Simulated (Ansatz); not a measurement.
Isolated molecules relaxed with PBE0-D4/def2-TZVP in Ansatz; ΔE leaves out vibrations. CCSD(T)/CBS is the MP2 limit (def2-TZVPP, def2-QZVPP) plus CCSD(T) − MP2 in def2-TZVPP, frozen cores. This one scheme is used for every species. Functionals use def2-TZVPP. B3LYP here is the variant with VWN-RPA as its local correlation; programs differ in this. One conformer a species, not always the lowest.

Consider the cleavage of the Si–Si bond: `C[SiH2][SiH](O)Cl` + `C[SiH](O)O` → `C[Si@@H](O)O[Si@H](O)Cl` + `C[SiH3]`.

`C[SiH2][SiH](O)Cl`:

Z-matrix (Å, degrees):
```
C
Si 1 1.873
H 1 1.092 2 110.4
H 1 1.092 2 110.8 3 120.2
H 1 1.092 2 110.4 3 -119.6
Si 2 2.336 1 109.8 3 61.1
H 2 1.490 1 111.3 3 -59.7
H 2 1.490 1 111.3 3 179.8
Cl 6 2.074 2 108.2 1 58.4
O 6 1.642 2 107.3 1 -60.1
H 6 1.487 2 116.2 1 175.3
H 10 0.959 6 118.2 2 179.0
```

`C[SiH](O)O`:

Cartesian coordinates in Å:
```
C 0.521 1.250 0.073
Si 0.137 -0.562 0.046
O -1.014 -0.777 1.205
O -0.366 -1.085 -1.432
H -0.377 1.844 -0.121
H 0.910 1.545 1.050
H 1.268 1.500 -0.684
H 1.323 -1.410 0.318
H -1.296 -1.676 1.380
H -1.107 -0.630 -1.835
```

`C[Si@@H](O)O[Si@H](O)Cl`:

Z-matrix (Å, degrees):
```
C
Si 1 1.844
H 1 1.092 2 110.9
H 1 1.092 2 110.6 3 120.3
H 1 1.093 2 110.4 3 -120.1
O 2 1.654 1 107.8 3 64.8
O 2 1.648 1 109.6 3 -177.5
H 2 1.483 1 113.4 3 -57.1
H 6 0.959 2 116.8 1 -157.6
Si 7 1.624 2 131.1 1 -117.7
O 10 1.626 7 112.4 2 50.2
Cl 10 2.063 7 107.2 2 -70.4
H 10 1.466 7 110.6 2 171.0
H 11 0.962 10 116.0 7 -53.5
```

`C[SiH3]`:

Z-matrix (Å, degrees):
```
C
Si 1 1.871
H 1 1.092 2 110.8
H 1 1.092 2 110.8 3 -120.0
H 1 1.092 2 110.8 3 120.0
H 2 1.488 1 110.7 3 -179.9
H 2 1.488 1 110.7 3 -59.9
H 2 1.488 1 110.7 3 60.1
```

| level | ΔE (kJ/mol) | difference from CCSD(T)/CBS |
| --- | --- | --- |
| PBE-D4 | -120.6 | 24.9 |
| r2SCAN-D4 | -143.7 | 1.8 |
| PBE0-D4 | -130.1 | 15.4 |
| r2SCAN | -142.7 | 2.8 |
| B3LYP | -139.7 | 5.8 |
| HF/def2-TZVPP | -165.4 | -19.9 |
| MP2/def2-TZVPP | -152.3 | -6.8 |
| CCSD(T)/def2-TZVPP | -147.8 | -2.3 |
| HF/CBS(def2) | -167.7 | -22.2 |
| CCSD/CBS(def2) | -147.6 | -2.1 |
| CCSD(T)/CBS | -145.5 | 0 |

Largest T1 diagnostic among the species: 0.011.

The D4 term adds −5.2 kJ/mol with B3LYP and −2.9 kJ/mol with PBE0; it sums over pairs of atoms, weighted by their polarisabilities, and B3LYP, whose exchange is more repulsive, gets the larger term. From PBE to PBE0 (25 % exact exchange), in def2-TZVPP and without D4, ΔE moves by −10.0 kJ/mol. In def2-TZVPP, CCSD(T) changes the Hartree–Fock value by +17.5 kJ/mol (the triples alone add +2.1 kJ/mol) and MP2 by +13.1 kJ/mol.
